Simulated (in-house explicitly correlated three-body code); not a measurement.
The numbers below are computed, except where a source is named.
**Two electrons around a charge Z: errors of exchange and correlation functionals on the exact density**

The exact non-relativistic ground state comes from a variational code in 260 exponentially correlated functions, the Kohn-Sham parts from inverting its density (past Z = 6 the correlation energy is taken as exact minus Hartree-Fock, equal to within microhartrees), and self-consistent runs (Hartree-Fock is restricted) from a B-spline radial code. Z may be fractional; the second electron is bound down to Z = 0.911.

Each entry is functional minus exact.

| Z | LDA PW92 x (mEh) | LDA PW92 c (mEh) | SCAN x (mEh) | SCAN c (mEh) | AM05 x (mEh) | AM05 c (mEh) |
| --- | --- | --- | --- | --- | --- | --- |
| 2.26 | +164.6 | -76.50 | -4.96 | +3.84 | +126.2 | -61.14 |
| 2.64 | +198.7 | -84.46 | -4.74 | +3.46 | +152.7 | -68.05 |
| 3.3 | +257.7 | -96.03 | -4.52 | +3.01 | +198.4 | -78.08 |
| 4 | +320.1 | -106.1 | -4.38 | +2.70 | +246.8 | -86.86 |
| 4.6 | +373.5 | -113.6 | -4.30 | +2.49 | +288.3 | -93.32 |
| 5.5 | ? | ? | ? | ? | ? | ? |
| 6.7 | ? | ? | ? | ? | ? | ? |
| 8.5 | +720.6 | -147.2 | -4.07 | +1.79 | +557.2 | -122.5 |
| 10 | +854.0 | -156.3 | -4.04 | +1.65 | +660.5 | -130.4 |
| 11.9 | +1023.0 | -166.2 | -4.00 | +1.50 | +791.4 | -139.0 |

Q: What belongs in the row Z = 5.5?

A: LDA PW92 x (mEh): +453.7; LDA PW92 c (mEh): -123.2; SCAN x (mEh): -4.21; SCAN c (mEh): +2.26; AM05 x (mEh): +350.4; AM05 c (mEh): -101.7.

Q: What belongs in the row Z = 6.7?

A: LDA PW92 x (mEh): +560.5; LDA PW92 c (mEh): -134.0; SCAN x (mEh): -4.14; SCAN c (mEh): +2.03; AM05 x (mEh): +433.1; AM05 c (mEh): -111.0.

Q: How do the exchange errors scale with Z?

A: LDA PW92 -13.86 % in the size of E_x at Z = 2.26 and -14.18 % at 11.9; SCAN +0.42 % in the size of E_x at Z = 2.26 and +0.06 % at 11.9; AM05 -10.63 % in the size of E_x at Z = 2.26 and -10.97 % at 11.9. Exchange scales linearly under uniform scaling of the density, so its relative error changes only with the density's shape.
